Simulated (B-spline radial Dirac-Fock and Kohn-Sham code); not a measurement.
**Hg 5d3/2: cross section and angular parameters**

System: neutral mercury, configuration [Xe] 4f14 5d10 6s2; threshold 15.37 eV (orbital energy of the model). These are calculated numbers from an atomic code on a B-spline grid; the model is Dirac-Hartree-Slater photoionisation with a Latter tail; cross sections with all multipoles, angular parameters from the dipole term and its interference with E2.

```
hν (eV)  σ (kb)       β       γ       δ
   65.2    5420   0.942   0.004   0.010
    153     146   1.938   0.409  -0.009
    182    67.6   1.336   0.449  -0.035
    189    58.9   1.090   0.416  -0.037
    213    43.0   0.190   0.216  -0.020
    243    37.8  -0.526  -0.020   0.024
    289    39.3  -0.655  -0.101   0.068
    300    40.0  -0.608  -0.090   0.073
    322    41.3  -0.489  -0.054   0.077
    585    38.1   0.547   0.202   0.028
    600    37.5   0.579   0.202   0.026
    823    27.9   0.903   0.136   0.004
   1350    13.9   1.219  -0.017   0.002
   1360    13.7   1.222  -0.018   0.002
   2000    6.81   1.355  -0.025   0.015
   2140    5.95   1.370  -0.011   0.018
   2980    2.90   1.414   0.133   0.034
 2984.4       ?       ?       ?       ?
   3100    2.64   1.416   0.159   0.036
   3550    1.91   1.419   0.257   0.044
   3960    1.46   1.416   0.350   0.051
   4000    1.42   1.415   0.359   0.051
   5120   0.748   1.392   0.609   0.069
   6000   0.485   1.366   0.792   0.082
   7060   0.305   1.332   0.994   0.099
   7150   0.294   1.329   1.010   0.100
   7660   0.241   1.312   1.099   0.108
 9251.7   0.137   1.261   1.352   0.132
  10800  0.0847   1.213   1.565   0.157
  12000  0.0607   1.177   1.711   0.176
```

Question: Give the values at Ag Lα (2984.4 eV).

Answer: σ = 2.89 kb, β = 1.414, γ = 0.134, δ = 0.034.
